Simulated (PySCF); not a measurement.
What each rung costs, and what it gives

Saddle point of CH₅ClGe, closed shell (CH₅ClGe ([CH3][GeH2][Cl]) → CH₄Ge ([CH2][GeH2]) + HCl; bonds formed: Cl2–H4; bonds broken: Ge1–Cl2, C3–H4), PBE0-D4/def2-TZVP structure:

| atom | x (Å) | y (Å) | z (Å) |
| --- | --- | --- | --- |
| Ge1 | -0.8450 | 0.3452 | 0.5135 |
| Cl2 | 1.4891 | -1.4878 | 1.0730 |
| C3 | 0.1659 | 0.3227 | -0.9800 |
| H4 | 1.0124 | -0.6627 | -0.0550 |
| H5 | -0.5623 | 1.2899 | 1.6784 |
| H6 | -1.9153 | -0.7062 | 0.7940 |
| H7 | 0.8129 | 1.1655 | -1.1938 |
| H8 | -0.1577 | -0.2665 | -1.8300 |

Barriers are electronic and count from the start structure reached by relaxing down the imaginary mode.

PySCF 2.14 with density fitting (its default auxiliary sets; JK sets also for MP2 and CCSD(T)); basis: as named in each row; cores frozen in the correlated methods. Filled d shells of the heavier atoms are correlated. The def2 sets are not built for correlating such inner shells, so the correlated values are less sure here. B3LYP uses VWN-RPA correlation. Extrapolation: Hartree–Fock as exp(−7.88 √X), correlation as X^−2.97.

Times are rough, for one single point on 4 threads of a shared host (Arm Neoverse V2).

The estimate by CCSD(T) at an estimated basis limit (MP2 extrapolated from triple and quadruple zeta, plus CCSD(T) − MP2 in triple zeta) is 3.280 eV.

```json
{"method": "HF", "basis": "STO-3G", "time (s)": "under 1", "barrier (eV)": "5.677", "method less estimate": "2.397"}
{"method": "B3LYP-D4", "basis": "6-31G", "time (s)": "4", "barrier (eV)": "3.135", "method less estimate": "-0.145"}
{"method": "PBE0-D4", "basis": "def2-SVP", "time (s)": "5", "barrier (eV)": "3.238", "method less estimate": "-0.042"}
{"method": "PBE-D4", "basis": "def2-SVP", "time (s)": "5", "barrier (eV)": "2.935", "method less estimate": "-0.345"}
{"method": "MP2", "basis": "def2-QZVPP", "time (s)": "7", "barrier (eV)": "3.290", "method less estimate": "0.010"}
{"method": "SPW92", "basis": "def2-TZVPP", "time (s)": "8", "barrier (eV)": "2.852", "method less estimate": "-0.428"}
{"method": "PBE0-D4", "basis": "def2-TZVPP", "time (s)": "11", "barrier (eV)": "3.230", "method less estimate": "-0.050"}
{"method": "PBE-D4", "basis": "def2-TZVPP", "time (s)": "12", "barrier (eV)": "2.928", "method less estimate": "-0.352"}
{"method": "B3LYP-D4", "basis": "def2-TZVPP", "time (s)": "12", "barrier (eV)": "3.160", "method less estimate": "-0.120"}
{"method": "BHLYP-D4", "basis": "def2-TZVPP", "time (s)": "12", "barrier (eV)": "3.502", "method less estimate": "0.222"}
{"method": "r2SCAN-D4", "basis": "def2-TZVPP", "time (s)": "24", "barrier (eV)": "3.167", "method less estimate": "-0.113"}
{"method": "CCSD(T)", "basis": "def2-SVP", "time (s)": "32", "barrier (eV)": "3.407", "method less estimate": "0.127"}
{"method": "wB97M-V", "basis": "def2-TZVPP", "time (s)": "140", "barrier (eV)": "3.357", "method less estimate": "0.077"}
{"method": "CCSD(T)", "basis": "def2-TZVPP", "time (s)": "480", "barrier (eV)": "3.367", "method less estimate": "0.087"}
```

All methods are single points on the PBE0-D4 structures.

The T1 diagnostic stays at or below 0.017. The restricted Hartree–Fock reference is unstable towards an unrestricted one at one or more of these structures.

Labels in which every atom is bracketed show which atoms are joined, not bond orders.
